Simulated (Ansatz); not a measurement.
A set of 12 reactions (bond dissociation), with CCSD(T)/CBS values in kJ/mol:

| reaction | ΔE |
| --- | --- |
| `[F][Sb]([F])[Cl]` → Cl• + `[F][Sb][F]`• | 370.5 |
| `[F][AlH][Br]` → `[AlH][Br]`• + F• | 670.9 |
| `C[O][AlH][O]C` → `C[O][Al][O]C`• + H• | 382.8 |
| `C[Si](C)(F)I` → `[CH3]`• + `C[Si](F)I`• | 410.6 |
| `N[SiH](O)F` → H• + `N[SiH]([O])F`• | 540.8 |
| `N[SiH](O)F` → H• + `N[Si](O)F`• | 430.3 |
| `CCBS` → `[BH]CC`• + `[SH]`• | 484.0 |
| `CC(C)CO` → `C[CH]C`• + `[CH2]O`• | 381.7 |
| `[NH2][GeH]([F])[Cl]` → F• + `[NH2][GeH][Cl]`• | 558.0 |
| `C[O][Ga]([CH3])[Cl]` → Cl• + `C[O][Ga][CH3]`• | 455.9 |
| `[OH][SnH2][F]` → F• + `[OH][SnH2]`• | 520.6 |
| `CC(F)(F)Cl` → `F[C](F)Cl`• + `[CH3]`• | 432.5 |

Isolated molecules relaxed with PBE0-D4/def2-TZVP in Ansatz; ΔE leaves out vibrations. CCSD(T)/CBS adds triple-zeta CCSD(T) − MP2 to the extrapolated MP2 energy (def2 sets, frozen cores). Small cases extrapolate CCSD(T) itself. Functionals use def2-TZVPP. B3LYP here is the variant with VWN-RPA as its local correlation; programs differ in this. Open shells (•) are unrestricted, without spin–orbit coupling. Spin–orbit coupling would lower the free atoms: a little for Cl, F. def2 core potentials past Kr. Bonds to Br, Ga, Ge, I, Sb, Sn are less sure, by a few kJ/mol each and by 10 to 20 or more in all where they break to atoms, as the def2 sets lack core-valence functions. Scalar relativity is left out up to krypton. Each species was taken in one conformer, which may not be the lowest.

Q: Give the mean, mean absolute and largest difference (level minus CCSD(T)/CBS, kJ/mol) for: PBE-D4, PBE0-D4, B3LYP-D4, ωB97X-V, ωB97M-V, PBE, PBE0, HF/def2-TZVPP, MP2/def2-TZVPP, SCS-MP2/def2-TZVPP, CCSD/def2-TZVPP, HF/CBS(def2), MP2/CBS(def2), CCSD/CBS(def2). (Best estimate.)

A: Computed: 
```
             level    mean  mean absolute  largest
            PBE-D4   -21.3           21.9    -53.2
           PBE0-D4   -23.3           23.3    -38.1
          B3LYP-D4   -25.9           25.9    -36.7
           ωB97X-V    -6.7            7.2    -18.9
           ωB97M-V    -5.6            8.3    -19.1
               PBE   -25.7           25.7    -54.6
              PBE0   -27.1           27.1    -39.3
     HF/def2-TZVPP  -131.7          131.7   -176.8
    MP2/def2-TZVPP     4.1           11.1    -22.7
SCS-MP2/def2-TZVPP    -1.9            6.3    -16.0
   CCSD/def2-TZVPP   -21.3           21.3    -37.5
      HF/CBS(def2)  -131.1          131.1   -172.7
     MP2/CBS(def2)    17.9           22.4     34.1
    CCSD/CBS(def2)    -7.8            8.0    -13.4
```

The largest T1 diagnostic in the set is 0.025, for `N[SiH]([O])F`• (customary mark 0.045).

CCSD(T)/CBS is a level of theory with its own doubt, and the functionals carry their triple-zeta basis error, so these figures describe this set and don't rank the functionals.
